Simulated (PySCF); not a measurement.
Species: allyl(phenyl)phosphinic acid, C9H11O2P.
SMILES with atom numbers: `[CH2:1]=[CH:2][CH2:3][P@:4](=[O:5])([OH:6])[c:7]1[cH:8][cH:9][cH:10][cH:11][cH:12]1`

Structure used (PBE0-D3(BJ)/def2-SVP), in Å, numbered top down from 1:
```
atom  x, y, z in Å
C1     1.7412    1.7780    1.7210
C2     2.0413    0.4801    1.6608
C3     2.2722   -0.2800    0.3962
P4     0.9428   -1.4933    0.1340
O5     0.7419   -2.4690    1.2421
O6     1.4299   -2.1190   -1.2941
C7    -0.5563   -0.5614   -0.2577
C8    -0.6916    0.1487   -1.4565
C9    -1.8548    0.8721   -1.7062
C10   -2.8844    0.8858   -0.7640
C11   -2.7539    0.1706    0.4258
C12   -1.5925   -0.5557    0.6807
H13    1.5582    2.2718    2.6783
H14    1.6664    2.3925    0.8179
H15    2.0877   -0.1106    2.5827
H16    3.2001   -0.8754    0.4408
H17    2.3290    0.3811   -0.4823
H18    0.9570   -2.9416   -1.4781
H19    0.1106    0.1230   -2.1990
H20   -1.9628    1.4251   -2.6423
H21   -3.7962    1.4546   -0.9622
H22   -3.5641    0.1765    1.1587
H23   -1.4725   -1.1333    1.6004
```

Definitions: NICS(0) = −σiso at the ring centroid; NICS(1) = −σiso and NICS(1)zz = −σzz at ±1 Å along the ring normal z. Level: GIAO PBE0/pcSseg-1 (PySCF, non-relativistic, gas phase) on the PBE0-D3(BJ)/def2-SVP geometry, one conformer.

Ring bond lengths (Å), with Mayer bond orders in brackets: C7–C8 1.400 (1.37), C8–C9 1.392 (1.45), C9–C10 1.396 (1.42), C10–C11 1.394 (1.43), C11–C12 1.393 (1.42), C12–C7 1.398 (1.43).

Question: What do the NICS probes read (ppm)?

Answer: 
```
                ring                                              type  NICS(0)  NICS(1), two faces  NICS(1)zz, two faces  rms pucker (Å)  centre to ring atoms, mean (Å)
C7–C8–C9–C10–C11–C12  6-membered carbocycle; formal bonds all aromatic     -8.7       -11.7 / -11.5         -29.0 / -28.8            0.00                            1.40
```

Question: What can be read from them?

Answer: 
- C7–C8–C9–C10–C11–C12: mean NICS(1)zz -28.9 ppm, shielded, aromatic by this magnetic criterion (flat ring, no four-coordinate atom).

Question: And the bond-length index? HOMA takes Krygowski's 1993 parameters.

Answer: 
- C7–C8–C9–C10–C11–C12: HOMA 0.98 = 1 − EN − GEO, with mean bond length 1.396 Å, EN = α(Ropt − mean)² = 0.015 and GEO = α × variance = 0.002. The geometric and the magnetic index point the same way.

Question: What are the shieldings of the ring atoms and their hydrogens in the same run (means over atoms taken as equivalent)?

Answer: 
```tsv
atoms	environment	σ isotropic (ppm)
C7	substituted aromatic carbon	47.2
C8 (×2)	aromatic CH carbon	46.0
C9 (×2)	aromatic CH carbon	51.1
C10	aromatic CH carbon	46.9
H19 (×2)	aromatic hydrogen	23.36
H20 (×2)	aromatic hydrogen	23.76
H21	aromatic hydrogen	23.71
```

Question: How do the values depend on the level or the medium?

Answer: 
```
                level  NICS(0), C7–C8–C9–C10–C11–C12  mean NICS(1)zz, C7–C8–C9–C10–C11–C12
   PBE0/pcSseg-1, gas                           -8.7                                 -28.9
wB97X-D/pcSseg-1, gas                           -8.6                                 -29.0
```

The geometry is the same throughout.
